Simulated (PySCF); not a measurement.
Isomers of C8H12, from PBE0-D3(BJ)/def2-SVP geometry optimisation, gas phase in PySCF 2.14.0. One conformer each, no zero-point energy, no frequencies.

Question: Which is lower in electronic energy at this level?
A. `C#CC(=C)C(C)(C)C`: A = 2827, B = 1677, C = 1368 MHz, dipole 0.48 D
B. `[CH2:1]=[C:2]([CH3:3])/[CH:4]=[CH:5]\[C:6](=[CH2:7])[CH3:8]` with C1–C2–C4–C5 -138°, C4–C5–C6–C7 -140°: A = 3557, B = 1261, C = 1192 MHz, dipole 0.16 D

Answer: B. That is `C=C(C)/C=C\C(=C)C`, 14.0 kcal/mol below the other.

```json
{"SMILES": "C=C(C)/C=C\\C(=C)C", "mapped SMILES": "[CH2:1]=[C:2]([CH3:3])/[CH:4]=[CH:5]\\[C:6](=[CH2:7])[CH3:8]", "E (Eh)": "-311.41938", "relative (kcal/mol)": "0.0", "relative (kJ/mol)": "0.0", "dipole (D)": "0.16"}
{"SMILES": "C#CC(=C)C(C)(C)C", "mapped SMILES": "[CH:1]#[C:2][C:3](=[CH2:4])[C:5]([CH3:6])([CH3:7])[CH3:8]", "E (Eh)": "-311.39701", "relative (kcal/mol)": "14.0", "relative (kJ/mol)": "58.7", "dipole (D)": "0.48"}
```

As drawn, the higher has a C≡C bond and a quaternary carbon, which the lower lacks.
